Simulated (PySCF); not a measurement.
## Working out the excitation energy of I

I [Kr] 4d10 5s2 5p5 (2P) → I [Kr] 4d10 5s1 5p6 (2S). All numbers are calculated (PySCF 2.14, scalar relativity through the core potential, in aug-cc-pVDZ-PP with ECP28MDF (5s4p3d, 32 functions)). Frozen: 4s2 4p6 4d10. Energies in hartree (1 hartree = 27.21139 eV):

| part | I (lower) | I (upper) |
| --- | --- | --- |
| UHF | -294.653725 | -294.188380 |
| MP2 opposite-spin | -0.061140 | -0.122110 |
| MP2 same-spin | -0.020893 | -0.026365 |

**Question.** What does Hartree-Fock give?

**Answer.** (-294.188380) − (-294.653725) = 0.465345 hartree = 12.663 eV.

**Question.** What do MP2 and SCS-MP2 (6/5 opposite-spin, 1/3 same-spin) give?

**Answer.** The opposite-spin parts differ by -1.659 eV and the same-spin parts by -0.149 eV. MP2: 12.663 + (-1.659) + (-0.149) = 10.855 eV. SCS-MP2: 12.663 + 1.2 × (-1.659) + (-0.149)/3 = 10.623 eV.

The upper state lies above the first ionisation limit, where it may autoionise and the basis confines it.

A double-zeta basis recovers only part of the correlation energy.
